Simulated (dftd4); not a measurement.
COS (SMILES O=C=S), singlet, at a GFN2-xTB geometry; dftd4 with D4 for tpss.

Input for dftd4:
```
$ dftd4 mol.xyz --func tpss --charge 0 --json dftd4.json --noedisp

# file mol.xyz
3

O     -0.00000000    -0.00000000    -1.66686897
C     -0.00000000    -0.00000000    -0.51282480
S      0.00000000     0.00000000     1.02574379
```

It wrote (shortened):

```
                    ____  _____ _____     ____  _  _
      -------------|  _ \|  ___|_   _|---|  _ \| || |------------
     |             | | | | |_    | | ___ | | | | || |_           |
     |             | |_| |  _|   | ||___|| |_| |__   _|          |
     |             |____/|_|     |_|     |____/   |_|            |
     |             ===================================           |
     |            E. Caldeweyher, S. Ehlert & S. Grimme          |
     |          Mulliken Center for Theoretical Chemistry        |
     |                    University of Bonn                     |
      -----------------------------------------------------------

Rational (Becke-Johnson) damping: tpss-D4-ATM
---------------------
  s6         1.0000
  s8         1.7660
  s9         1.0000
  a1         0.4282
  a2         4.5426
 alp        16.0000
--------------------

Dispersion energy:      -2.3650207040483E-03 Eh

[Info] JSON dump of results written to 'dftd4.json'
```
